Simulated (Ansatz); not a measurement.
Relaxation of CH7MgNO (11 atoms, charge 0, multiplicity 1), to a largest force component of 0.03 eV/Å in at most 50 steps.

Theory: Ansatz, RKS CAM-B3LYP/def2-SVP.

```xyz
11
Properties=species:S:1:pos:R:3:forces:R:3
Mg 0.632 -0.342 0.125 0.10 1.63 -0.43
N 1.069 1.603 -0.424 -0.61 -1.44 0.41
C 0.315 -2.327 0.658 0.00 0.01 0.00
H -1.203 1.992 -0.270 0.38 -0.01 -0.03
O -2.091 1.605 -0.170 0.14 -0.20 0.04
H 1.415 1.827 -1.356 0.00 0.00 0.02
H 1.542 2.234 0.220 0.00 0.01 0.00
H 1.229 -2.811 1.040 0.00 0.01 0.00
H -0.451 -2.408 1.447 0.00 0.00 0.00
H -0.038 -2.932 -0.194 0.00 0.01 0.00
H -2.420 1.558 -1.076 -0.01 -0.01 0.00
```

Where does it end, and by what steps?

The forces met the threshold. After 19 steps the energy has fallen by 1.635 eV; H4 moved furthest, 1.34 Å. Parted: H4–O5 (0.97 → 2.13 Å). Joined: Mg1–O5 (3.36 → 1.84 Å), N2–H4 (2.31 → 1.03 Å).

| step | energy less start (eV) | largest force component (eV/Å) | accepted |
| --- | --- | --- | --- |
| 0 | 0.0000 | 1.627 | yes |
| 1 | -0.2459 | 0.751 | yes |
| 2 | -0.4416 | 0.902 | yes |
| 3 | -0.6616 | 0.780 | yes |
| 4 | -0.8066 | 0.688 | yes |
| 5 | -0.8483 | 0.349 | yes |
| 6 | -0.8645 | 0.164 | yes |
| 7 | -0.8804 | 0.302 | yes |
| 8 | -0.8943 | 0.724 | yes |
| 9 | -0.9905 | 1.922 | yes |
| 10 | -1.1297 | 3.456 | yes |
| 11 | -1.3441 | 1.007 | yes |
| 12 | -1.5333 | 1.013 | yes |
| 13 | -1.5755 | 0.981 | yes |
| 14 | -1.5885 | 0.664 | yes |
| 15 | -1.6237 | 0.665 | yes |
| 16 | -1.6330 | 0.073 | yes |
| 17 | -1.6345 | 0.043 | yes |
| 18 | -1.6348 | 0.036 | yes |
| 19 | -1.6349 | 0.009 | yes |

```xyz
11
Properties=species:S:1:pos:R:3
Mg -0.478 -0.110 0.037
N 0.898 1.526 -0.430
C 0.170 -2.032 0.575
H 0.086 2.133 -0.605
O -1.779 1.142 -0.322
H 1.470 1.496 -1.274
H 1.467 1.947 0.305
H 1.184 -2.031 1.013
H -0.490 -2.511 1.318
H 0.208 -2.720 -0.289
H -2.737 1.161 -0.329
```

Run time: 28 s on 2 threads of Intel(R) Xeon(R) 6975P-C (Granite Rapids), with other jobs on the host, peak memory 0.22 GiB.
